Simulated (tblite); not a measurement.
C₅H₆F₂O.
SMILES with atom numbers: `[CH2:1]=[CH:2]/[CH:3]=[CH:4]\[O:5][CH:6]([F:7])[F:8]` (hydrogens: H9, H10 on C1; H11 on C2; H12 on C3; H13 on C4; H14 on C6)

Computed with GFN2-xTB (tblite), gas phase: Langevin dynamics at 400 K from the optimised GFN2-xTB geometry, time step 0.5 fs, friction 0.01 fs⁻¹, 2000 steps.

Start geometry:
```
atom  x, y, z in Å
C1     -2.955   -0.127    0.135
C2     -1.633   -0.255    0.179
C3     -0.722    0.814   -0.159
C4      0.605    0.707   -0.129
O5      1.234   -0.461    0.263
C6      2.554   -0.553    0.030
F7      3.096   -1.394    0.921
F8      2.805   -1.097   -1.192
H9     -3.612   -0.940    0.389
H10    -3.423    0.798   -0.158
H11    -1.173   -1.186    0.475
H12    -1.147    1.762   -0.453
H13     1.268    1.521   -0.395
H14     3.101    0.410    0.071
```

The statistics below take the 31 frames saved every 25 fs from 250 to 1000 fs; their kinetic temperature (all 3N coordinates) averages 392 K.

Task: Give the mean, spread and extremes of the bond lengths.

Result: 
```tsv
bond	start (Å)	mean (Å)	standard deviation (Å)	shortest (Å)	longest (Å)
C1=C2	1.329	1.332	0.020	1.269	1.365
C2–C3	1.445	1.447	0.029	1.393	1.505
C3=C4	1.332	1.332	0.021	1.287	1.378
C4–O5	1.384	1.395	0.035	1.318	1.479
O5–C6	1.343	1.345	0.029	1.274	1.415
C6–F7	1.340	1.350	0.021	1.291	1.387
C6–F8	1.360	1.363	0.035	1.291	1.436
C1–H9	1.076	1.078	0.024	1.039	1.121
C1–H10	1.078	1.083	0.028	1.029	1.133
C2–H11	1.080	1.085	0.026	1.028	1.139
C3–H12	1.080	1.086	0.025	1.043	1.136
C4–H13	1.083	1.089	0.038	1.029	1.180
C6–H14	1.109	1.121	0.029	1.069	1.211
```

Task: Give the same statistics for bond angles, one of each kind among heavy atoms.

Result: 
```tsv
angle	start (°)	mean (°)	standard deviation (°)	smallest (°)	largest (°)
C1–C2–C3	123.3	123.3	4.5	113.8	132.6
C2–C3–C4	124.3	125.3	4.5	116.0	134.0
C3–C4–O5	121.8	122.3	3.9	113.0	129.3
C4–O5–C6	117.1	116.1	4.4	106.1	124.6
O5–C6–F7	109.0	109.1	3.4	103.2	117.4
O5–C6–F8	111.4	111.4	3.5	104.1	120.8
F7–C6–F8	105.8	105.7	3.6	97.7	114.5
```

Task: How far does each atom move about its mean position (frames aligned on the start, all atoms weighted alike), and what rms force does it feel?

Result: 
```
atom  rms displacement (Å)  rms force (eV/Å)
  C1                  0.20              1.96
  C2                  0.21              1.88
  C3                  0.19              1.91
  C4                  0.21              2.00
  O5                  0.41              1.54
  C6                  0.12              1.69
  F7                  0.39              0.88
  F8                  0.48              1.11
  H9                  0.27              0.93
 H10                  0.52              1.08
 H11                  0.51              0.96
 H12                  0.25              0.88
 H13                  0.24              1.21
 H14                  0.29              0.91
```

The displacements run from 0.12 to 0.52 Å.

The run is classical and short, so these are rough statistics of one trajectory.

The cost below is that of the whole dynamics run. On Arm Neoverse V1, one thread, on a shared host, this took 10 s of wall time and 0.18 GiB of memory at its peak.
